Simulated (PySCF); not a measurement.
Cd(SMe)(SiH3) (CH6CdSSi), SMILES C[S][Cd][SiH3].

The structure is a stationary point at B3LYP-D3(BJ)/def2-SVP. The structure was generated by enumeration; whether it is a known compound was not checked. The def2 effective core potentials stand for the cores of Cd; spin–orbit coupling is left out. One conformer was computed; it need not be the lowest.

Two levels are set side by side: TDDFT-PBE/def2-SVPD (PySCF) and TDDFT-LC-ωPBE/def2-SVPD (PySCF). Vertical, same geometry. The lowest singlet is HOMO→LUMO 100 % with PBE and HOMO→LUMO 84 % with the other functional; states are paired by order. Differences are taken from unrounded values.

| quantity | TDDFT-PBE |
|---|---|
| lowest singlet excitation (eV) | 3.42 |
| lowest triplet excitation (TDA) (eV) | 3.34 |
| first bright state (f over 0.05) (eV) | 5.35 |
| its oscillator strength | 0.70 |

Task: These are the TDDFT-PBE values. What does TDDFT-LC-ωPBE give? (The exact figures need the calculation; the answer reports its results.)

Result: 
```json
[
 {"quantity": "lowest singlet excitation (eV)", "TDDFT-LC-ωPBE": "4.83", "TDDFT-PBE minus TDDFT-LC-ωPBE": "-1.40"},
 {"quantity": "lowest triplet excitation (TDA) (eV)", "TDDFT-LC-ωPBE": "4.59", "TDDFT-PBE minus TDDFT-LC-ωPBE": "-1.25"},
 {"quantity": "first bright state (f over 0.05) (eV)", "TDDFT-LC-ωPBE": "6.45", "TDDFT-PBE minus TDDFT-LC-ωPBE": "-1.10"},
 {"quantity": "its oscillator strength", "TDDFT-LC-ωPBE": "1.11", "TDDFT-PBE minus TDDFT-LC-ωPBE": "-0.41"}
]
```

Functionals without exact exchange tend to place singlet excitations lower, as here. Differences between two approximate levels are no errors against the true value.

Rough cost on one machine, each run with all the roots and properties that it gave: TDDFT-LC-ωPBE against TDDFT-PBE about 4 times.
